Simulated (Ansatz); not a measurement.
Stepwise reaction of `C[SiH](C)[SnH3]` with hydrogen, as a gas-phase model of exchange steps in deposition or etching. ΔE in kJ/mol.

Program: Ansatz. Geometries: PBE0-D4/def2-TZVP. ΔE: electronic, gas phase. CBS: MP2 limit from def2 TZ/QZ plus the TZ coupled-cluster correction, frozen cores. This one scheme is used for every species. Functionals use def2-TZVPP. B3LYP here is the variant with VWN-RPA as its local correlation; programs differ in this. def2 core potentials past Kr. For Sn outer-core shells are correlated without core-valence functions, which leaves a few kJ/mol of doubt a bond.

```tsv
step	reaction	PBE-D4	B3LYP-D4	ωB97M-V	CCSD(T)/CBS
1	`C[SiH](C)[SnH3]` + H₂ → `C[SiH2][SnH3]` + CH₄	-24.9	-29.6	-27.0	-25.5
```

**Question.** Give the row of step 2, `C[SiH2][SnH3]` + H₂ → `[SiH3][SnH3]` + CH₄. (Best estimate.)

**Answer.** Ansatz gave: 
| step | reaction | PBE-D4 | B3LYP-D4 | ωB97M-V | CCSD(T)/CBS |
| --- | --- | --- | --- | --- | --- |
| 2 | `C[SiH2][SnH3]` + H₂ → `[SiH3][SnH3]` + CH₄ | -27.0 | -32.1 | -29.6 | -28.1 |

**Question.** By hand: ΔE of the 2 steps together at CCSD(T)/CBS.

**Answer.** (-25.5) + (-28.1) = -53.6 kJ/mol, or -26.8 kJ/mol a step.

In ΔE the steps differ by no more than 2.6 kJ/mol. All are downhill at CCSD(T)/CBS. PBE-D4 differs from CCSD(T)/CBS by 0.6 to 1.1 kJ/mol a step. Isolated molecules leave out the surface, adducts and barriers. Largest T1 diagnostic: 0.013.
